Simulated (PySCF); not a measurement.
C5H6NS (doublet state).
Cartesian coordinates in Å at the GFN2-xTB level; atoms count from 1:
```xyz
13
C5H6NS angstrom
N      2.3584    1.7121    0.5327
C      1.8750    0.6805    0.4284
C      1.1835   -0.5780    0.2655
C      0.3478   -0.5395   -0.9446
C     -1.0335   -0.0515   -0.7424
C     -1.1851    0.3398    0.7270
S     -0.0273   -0.7103    1.6684
H      1.8944   -1.4066    0.3136
H      0.6836   -0.9455   -1.8798
H     -1.2687    0.7991   -1.3935
H     -1.7453   -0.8472   -1.0036
H     -0.9018    1.3797    0.8946
H     -2.1854    0.1678    1.1159
```

The hyperfine couplings belong to this conformer and change with its torsions.

Identity: `N#C[C@@H]1[CH]CCS1` [radical].

Computed, not measured: PySCF 2.14.0, UKS B3LYP, pcH-1 on C H N S, non-relativistic, mean-field spin-orbit, GIAO. One conformer (not necessarily the lowest) at the GFN2-xTB geometry, without solvent, vibrations or thermal averaging. Couplings are sensitive to structure, and on GFN2-xTB geometries they can be far from those on DFT ones. The SCF solution wasn't tested for stability.

The Mulliken spin populations are largest on C4 (+1.01), C5 (-0.08) and C3 (-0.07). No atom but C4 exceeds +0.15. The angles at C4 add up to 359.6°, so it is planar; its axial dipolar tensor and the negative coupling of its proton fit spin in a p orbital normal to that plane.

(1) McConnell's relation a(H) = Q·ρ ties the coupling of a proton on a planar π carbon to the spin population of that carbon. What Q do the computed values give?

(2) How do the β-proton couplings of this frozen conformer go with θ, the angle between the C–H bond and the normal to the plane of the spin centre's three neighbours, both seen down the bond from centre to carbon?

## Answers

(1) 
```csv
H,C,ρ(C),a(H) (G),a/ρ (G)
H9,C4,+1.008,-22.82,-22.6
```

One proton gives one ratio, Q = -22.6 G, and no test of linearity. In McConnell's picture π spin on carbon polarises the C–H bond and leaves opposite spin at the proton, which makes Q negative, as found here.

(2) 
```csv
β H,on,centre,θ (°),cos²θ,a (G)
H8,C3,C4,58,0.28,+12.15
H10,C5,C4,31,0.73,+34.05
H11,C5,C4,31,0.74,+43.86
```

Fitting the Heller–McConnell form a = ρ(B0 + B2 cos²θ), with Mulliken ρ = 1.01, gives B0 = -4.8 G and B2 = 59.4 G; with only two distinct angles the two parameters are fixed exactly.

Couplings in gauss use g_iso = 2.0025.
